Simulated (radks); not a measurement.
The numbers below are computed, except where a source is named.
The mean radii <r> (bohr) of the occupied orbitals of an atom or ion are listed with their occupations. Level of theory: non-relativistic Kohn-Sham, exchange-only B88, spin-polarised, spherical densities, point nucleus (a radial shooting solver on a logarithmic mesh with Libxc functionals).

orbital  occ.     <r>
1s          2  0.1988
2s          2  0.9324

Name the element and its charge. Open shells, if any, are filled with parallel spins first.

Answer. Z = 8, oxygen, charge +4: O4+ in [He] 2s2. The 1s radius gives Z: for a bare nucleus <r> = 1.5/Z, 0.1875 bohr for Z = 8, and screening makes it slightly larger (0.1988 here). The occupations add up to 4, and the charge is Z minus that.
